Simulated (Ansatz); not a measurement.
Reaction (cleavage of the P–Ge bond): `C[SiH2][GeH2][PH2]` + H₂Te → `P[TeH]` + `C[SiH2][GeH3]`

Calculated with Ansatz (gas phase, PBE0-D4/def2-TZVP geometries, no zero-point term in ΔE). CCSD(T)/CBS adds triple-zeta CCSD(T) − MP2 to the extrapolated MP2 energy (def2 sets, frozen cores). def2 core potentials past Kr. For Ge, Te outer-core shells are correlated without core-valence functions, which leaves a few kJ/mol of doubt a bond. Scalar relativity is left out up to krypton. Each species was taken in one conformer, which may not be the lowest.

| species | CCSD(T)/CBS(def2) energy (Eh) |
| --- | --- |
| `C[SiH2][GeH2][PH2]` | -2749.60801 |
| H₂Te | -268.91024 |
| `P[TeH]` | -610.46278 |
| `C[SiH2][GeH3]` | -2408.05773 |

(1) Work out ΔE.

Largest T1 diagnostic among the species: 0.012.

Results:

(1) ΔE = (-610.46278) + (-2408.05773) − (-2749.60801) − (-268.91024) = -0.00226 Eh = -1.4 kcal/mol.

In def2-TZVPP, CCSD(T) changes the Hartree–Fock value by +2.4 kcal/mol (the triples alone add +0.1 kcal/mol) and MP2 by +1.6 kcal/mol. The D4 term adds +1.0 kcal/mol with B3LYP and +0.7 kcal/mol with PBE0; it sums over pairs of atoms, weighted by their polarisabilities, and B3LYP, whose exchange is more repulsive, gets the larger term.

B3LYP here is the variant with VWN-RPA as its local correlation; programs differ in this.
